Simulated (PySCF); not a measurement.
**Excitation energy of Sr by level of theory**

Sr [Kr] 5s2 (1S) → Sr [Kr] 5s1 6s1 (3S), as a difference of total energies. Calculation: PySCF 2.14, in x2c-TZVPPall with one added diffuse shell each of s, p, d, f type (9s7p7d3f1g, 95 functions); the spin-free X2C one-electron Hamiltonian (Gaussian nucleus). Correlated levels: valence and next inner shell: [Ar] 3d10 frozen. The calculations carry no spin-orbit coupling.

```
                                method  excitation energy (cm⁻¹)
                                   UHF                     22777
    MP2 (valence and next inner shell)                     28503
SCS-MP2 (valence and next inner shell)                     29175
   CCSD (valence and next inner shell)                     28406
CCSD(T) (valence and next inner shell)                     28888
```

Errors of the correlated levels include the incompleteness of this basis and the frozen core.

For comparison: 29039 cm⁻¹ (measured; NIST levels).
